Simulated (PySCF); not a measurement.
CHO2, SMILES [O][C]O (connectivity only; charge and spin as stated), neutral, multiplicity 2. The structure is a stationary point at PBE-D3(BJ)/def2-TZVP. Other conformers were not sampled.

These are PBE-D3(BJ)/def2-TZVP (PySCF 2.14.0) values and carry that method's errors.

Harmonic wavenumbers (cm⁻¹): 546, 599, 1058, 1196, 1843, 3665. Rotational constants (GHz): 162.5, 11.35, 10.61; symmetry number 1.

Task: Work out the zero-point energy and the ideal-gas rigid-rotor harmonic-oscillator thermochemistry at 298.15 K and 1 atm.

Result: ZPE = ½ Σ hcν = ½ × 8907 cm⁻¹ = 12.73 kcal/mol. H − E(el) = 15.35 kcal/mol. Entropy in cal/(mol K): translation 37.34, rotation 20.33, vibration 1.12, spin 1.38, total 60.17. G − E(el) = -2.59 kcal/mol. Cp = 10.68 cal/(mol K).
